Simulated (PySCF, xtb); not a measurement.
Be(SH)2 (BeH2S2), SMILES [SH][Be][SH]. One conformer was computed; it need not be the lowest.

Harmonic wavenumbers (cm⁻¹) from GFN2-xTB (xtb) at its own minimum, in rising order: 164, 164, 207, 346, 490, 494, 942, 2497, 2498.

Q: What does PySCF 2.14.0 with r2SCAN-D4/def2-TZVP give at its own minimum? (An estimate is asked for; the answer gives what the named calculation found.)

A: 197, 198, 206, 362, 625, 628, 1034, 2676, 2677. Paired by order, the mean absolute difference is 89 cm⁻¹ and the zero-point energies are 11.2 and 12.3 kcal/mol.
